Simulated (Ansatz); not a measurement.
Input file for Ansatz (a first-principles code): R-CCSD(T)/cc-pVDZ on FGeH3O (SMILES [OH][GeH2][F]), a point of a torsion scan. The run froze 16 orbitals, filled d shells among them.

Ansatz 0.2 input:
```yaml
crystal:
  periodic: [false, false, false]
  atoms:
    - {symbol: O, position_ang: [1.25772253, -0.09734254, -0.46380916]}
    - {symbol: Ge, position_ang: [-0.42724635, -0.05174336, -0.11901005]}
    - {symbol: F, position_ang: [-0.48247665, 0.41830831, 1.56418165]}
    - {symbol: H, position_ang: [1.84369723, 0.12300322, 0.25907253]}
    - {symbol: H, position_ang: [-1.02520036, -1.42129235, -0.16051090]}
    - {symbol: H, position_ang: [-1.10025932, 1.06108400, -0.85629855]}
basis:
  gaussian:
    orbitals: cc-pVDZ
magnetization: {spin_polarized: false}
correlation: {method: ccsd_t, electrons: outside_noble_gas}
scf: {lower_state_search: off}
```

Task: Give the final energy of this run.

Result: -2251.9430 hartree (reference determinant -2251.4399, T1 diagnostic 0.012).
